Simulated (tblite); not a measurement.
C₅H₈Al₂Cl₂O.
SMILES with atom numbers: `[CH:1]#[C:2][Al-:3]1([CH2:4][CH2:5][CH:6]=[O:7])[Cl+:8][AlH2-:9][Cl+:10]1` (hydrogens: H11 on C1; H12, H13 on C4; H14, H15 on C5; H16 on C6; H17, H18 on Al9)
Bond orders are those of one Lewis drawing.

Computed with GFN2-xTB (tblite), gas phase: L-BFGS steps from a force-field or distance-geometry start until the largest atomic force falls under 0.01 eV/Å.

Step 24: E = -820.9418 eV
```
atom  x, y, z in Å  |  force x, y, z in eV/Å
C1     -1.8228    3.6351    0.3368   -0.030   0.153   0.037
C2     -1.6292    2.4696    0.0777    0.073  -0.114  -0.012
Al3    -0.8206    0.7494   -0.2806   -0.022  -0.051  -0.015
C4      1.1498    0.4328   -0.3756   -0.017   0.048  -0.003
C5      1.7297   -0.9880   -0.4463   -0.048   0.037   0.012
C6      3.2292   -1.0199   -0.5257   -0.010   0.017   0.002
O7      3.8890   -2.0178   -0.5910    0.078  -0.072  -0.009
Cl8    -1.7878   -0.7662    1.0294   -0.022   0.012  -0.044
Al9    -2.8782   -1.5828   -0.6756   -0.014  -0.011  -0.008
Cl10   -1.8916   -0.1567   -2.0061   -0.005  -0.016   0.062
H11    -2.0249    4.6463    0.5606   -0.069  -0.005  -0.008
H12     1.5641    0.9385    0.5101    0.042  -0.020  -0.032
H13     1.5380    1.0162   -1.2248    0.028  -0.039   0.022
H14     1.4417   -1.5680    0.4373   -0.029  -0.024  -0.051
H15     1.3439   -1.5273   -1.3185   -0.021  -0.017   0.042
H16     3.7103   -0.0209   -0.5171    0.006   0.033  -0.002
H17    -2.3777   -3.0075   -0.9851    0.065   0.025   0.004
H18    -4.3717   -1.2265   -0.5468   -0.005   0.042   0.003
```

Step 25: E = -820.9434 eV
```
atom  x, y, z in Å  |  force x, y, z in eV/Å
C1     -1.8291    3.6348    0.3368   -0.029   0.126   0.031
C2     -1.6294    2.4702    0.0778    0.066  -0.079  -0.002
Al3    -0.8205    0.7508   -0.2770    0.006  -0.053  -0.017
C4      1.1489    0.4289   -0.3766   -0.006   0.044  -0.001
C5      1.7310   -0.9911   -0.4476   -0.055   0.009   0.010
C6      3.2297   -1.0239   -0.5263    0.012   0.027   0.003
O7      3.8948   -2.0186   -0.5905    0.039  -0.076  -0.009
Cl8    -1.7897   -0.7580    1.0332   -0.030  -0.004  -0.041
Al9    -2.8740   -1.5761   -0.6757   -0.030  -0.035  -0.007
Cl10   -1.8897   -0.1478   -2.0039   -0.014  -0.029   0.048
H11    -2.0376    4.6443    0.5598   -0.069   0.011  -0.005
H12     1.5667    0.9352    0.5065    0.043  -0.014  -0.015
H13     1.5336    1.0135   -1.2263    0.033  -0.044   0.009
H14     1.4430   -1.5730    0.4334   -0.038  -0.028  -0.005
H15     1.3450   -1.5330   -1.3166   -0.035  -0.021  -0.006
H16     3.7065   -0.0246   -0.5167    0.035   0.076  -0.004
H17    -2.3675   -3.0021   -0.9840    0.054   0.055   0.010
H18    -4.3704   -1.2231   -0.5474    0.019   0.036   0.000
```

Step 26: E = -820.9449 eV
```
atom  x, y, z in Å  |  force x, y, z in eV/Å
C1     -1.8349    3.6352    0.3369   -0.020   0.042   0.012
C2     -1.6288    2.4708    0.0783    0.052   0.002   0.018
Al3    -0.8203    0.7512   -0.2743    0.026  -0.033  -0.012
C4      1.1480    0.4260   -0.3774    0.012   0.017   0.003
C5      1.7315   -0.9939   -0.4486   -0.035  -0.024   0.004
C6      3.2308   -1.0279   -0.5267    0.027   0.029   0.003
O7      3.9007   -2.0201   -0.5903   -0.020  -0.039  -0.006
Cl8    -1.7921   -0.7508    1.0353   -0.036  -0.020  -0.026
Al9    -2.8711   -1.5711   -0.6760   -0.040  -0.048  -0.003
Cl10   -1.8884   -0.1409   -2.0005   -0.021  -0.036   0.021
H11    -2.0505    4.6432    0.5590   -0.067   0.020  -0.003
H12     1.5699    0.9326    0.5030    0.042  -0.006   0.005
H13     1.5304    1.0105   -1.2276    0.038  -0.040  -0.012
H14     1.4433   -1.5781    0.4298   -0.043  -0.026   0.035
H15     1.3454   -1.5385   -1.3149   -0.042  -0.016  -0.044
H16     3.7033   -0.0268   -0.5165    0.053   0.082  -0.005
H17    -2.3570   -2.9962   -0.9829    0.042   0.069   0.013
H18    -4.3691   -1.2190   -0.5479    0.033   0.027  -0.003
```

Step 27: E = -820.9464 eV
```
atom  x, y, z in Å  |  force x, y, z in eV/Å
C1     -1.8409    3.6361    0.3372   -0.007  -0.054  -0.010
C2     -1.6272    2.4720    0.0793    0.037   0.091   0.038
Al3    -0.8196    0.7510   -0.2718    0.038   0.003  -0.002
C4      1.1476    0.4234   -0.3781    0.033  -0.022   0.007
C5      1.7315   -0.9971   -0.4495   -0.002  -0.052  -0.003
C6      3.2324   -1.0314   -0.5271    0.025   0.026   0.002
O7      3.9058   -2.0219   -0.5903   -0.078   0.020  -0.002
Cl8    -1.7951   -0.7442    1.0368   -0.039  -0.035  -0.007
Al9    -2.8690   -1.5670   -0.6762   -0.042  -0.044   0.004
Cl10   -1.8876   -0.1348   -1.9968   -0.027  -0.041  -0.009
H11    -2.0644    4.6425    0.5582   -0.062   0.021  -0.003
H12     1.5739    0.9299    0.4996    0.039   0.001   0.021
H13     1.5281    1.0069   -1.2290    0.042  -0.034  -0.031
H14     1.4427   -1.5836    0.4269   -0.041  -0.015   0.057
H15     1.3450   -1.5441   -1.3140   -0.039  -0.002  -0.062
H16     3.7012   -0.0276   -0.5164    0.056   0.054  -0.007
H17    -2.3458   -2.9892   -0.9816    0.032   0.065   0.012
H18    -4.3672   -1.2144   -0.5484    0.034   0.017  -0.006
```

Q: Estimate the geometry and energy of step 28. (The exact step hangs on the optimiser's Hessian estimate; all steps are aligned on step 27, rigid shifts and turns removed.)

A: E = -820.9482 eV, largest force 0.174 eV/Å
```
atom  x, y, z in Å  |  force x, y, z in eV/Å
C1     -1.8487    3.6372    0.3377    0.003  -0.134  -0.028
C2     -1.6238    2.4740    0.0810    0.023   0.164   0.055
Al3    -0.8182    0.7504   -0.2688    0.044   0.050   0.010
C4      1.1476    0.4197   -0.3788    0.054  -0.061   0.011
C5      1.7311   -1.0020   -0.4507    0.033  -0.066  -0.008
C6      3.2344   -1.0343   -0.5275    0.005   0.017   0.000
O7      3.9104   -2.0240   -0.5902   -0.119   0.082   0.002
Cl8    -1.7997   -0.7367    1.0390   -0.040  -0.047   0.009
Al9    -2.8670   -1.5625   -0.6765   -0.033  -0.025   0.013
Cl10   -1.8870   -0.1278   -1.9929   -0.031  -0.045  -0.037
H11    -2.0830    4.6418    0.5571   -0.053   0.012  -0.005
H12     1.5798    0.9260    0.4959    0.031   0.005   0.029
H13     1.5262    1.0013   -1.2315    0.042  -0.029  -0.043
H14     1.4412   -1.5905    0.4244   -0.027   0.004   0.062
H15     1.3435   -1.5510   -1.3141   -0.022   0.021  -0.062
H16     3.7002   -0.0272   -0.5163    0.042   0.001  -0.007
H17    -2.3316   -2.9793   -0.9797    0.023   0.047   0.008
H18    -4.3642   -1.2088   -0.5492    0.024   0.006  -0.009
```

The energy changes by -0.0019 eV. The first-order estimate −F·Δx gives -0.0025 eV and the mean of the old and new forces, exact on a quadratic surface, -0.0018 eV. The step makes an angle of 75° with the force vector and moves no atom by more than 0.019 Å.

What follows is the cost of the whole relaxation. Hardware: an Arm Neoverse N1 with one thread (shared host). Cost: 5.0 s wall.
